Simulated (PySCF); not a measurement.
These 2 structures share the formula C7H10F2O. The calculation used PBE0-D3(BJ)/def2-SVP geometry optimisation, gas phase in PySCF 2.14.0. One conformer each; no zero-point energy, no entropy. No frequencies were run at this level. Point groups hold within 0.08 Å.

Problem. Rank from lowest to highest electronic energy at this level (kcal/mol).
A. `[F:1][CH:2]([F:3])[O:4][CH2:5][CH2:6][CH:7]=[C:8]1[CH2:9][CH2:10]1` with F1–C2–O4–C5 -80°, C2–O4–C5–C6 81°, O4–C5–C6–C7 179°, C5–C6–C7–C8 -118°
B. `[F:1][CH2:2][C@@H:3]1[CH2:4][C@H:5]2[CH2:6][CH2:7][C@:8]1([F:9])[O:10]2` with F1–C2–C3–C4 -58°

Solution. B (0.0), A (41.7).

As drawn, the higher has a three-membered ring, two fluorines on one carbon and a C=C bond outside aromatic rings, which the lower lacks.

| SMILES | E (Eh) | E rel (kcal/mol) | dipole (D) | point group | A, B, C (MHz) |
| --- | --- | --- | --- | --- | --- |
| FC[C@@H]1C[C@H]2CC[C@]1(F)O2 | -546.69039 | 0.0 | 2.60 | C1 | 2245, 1157, 921.6 |
| FC(F)OCCC=C1CC1 | -546.62393 | 41.7 | 2.95 | C1 | 4692, 423.2, 415.8 |
